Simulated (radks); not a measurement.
The numbers below are computed, except where a source is named.
Question: Isoelectronic series with 60 electrons, all held in the configuration [Xe] 4f4 6s2, which need not be the ground one along the series. Level of theory: scalar-relativistic Kohn-Sham, PBEsol, spin-polarised, spherical densities, point nucleus; open shells are filled with parallel spins first (spin-orbit coupling, left out, can overturn this in heavy ions) (a radial shooting solver on a logarithmic mesh with Libxc functionals). Total energies (hartree) and mean radii <r> (bohr):

ion    E (hartree)   4f up  6s down  6s up
Nd      -9620.5596   1.101    4.490  4.375
Pm+    -10016.7540  0.9382    3.705  3.653
Sm2+   -10422.3948  0.8463    3.238  3.206
Eu3+   -10837.5041  0.7805    2.913  2.890
Gd4+   -11262.1232  0.7291    2.666  2.649
Tb5+   -11696.3035  0.6870    2.469  2.456
Dy6+   -12140.1036  0.6513    2.307  2.296
Ho7+   -12593.5875  0.6204    2.169  2.160
Er8+   -13056.8240  0.5931    2.050  2.042
Tm9+   -13529.8863  0.5689    1.946  1.939
Yb10+  -14012.8515  0.5471    1.854  1.848
Lu11+  -14505.8008  0.5272    1.772  1.766
Hf12+  -15008.8192  0.5091    1.697  1.692
W14+   -16045.4224  0.4770    1.568  1.563
Re15+  -16579.1970  0.4626    1.511  1.507
Os16+  -17123.4200  0.4493    1.458  1.455
Ir17+  -17678.1968  0.4368    1.409  1.406
Pt18+  -18243.6370  0.4250    1.364  1.361
Au19+  -18819.8548  0.4140    1.321  1.319

Estimate the row of Ta13+.

Answer: E (hartree) -15521.9954; 4f up 0.4924; 6s down 1.629; 6s up 1.625.
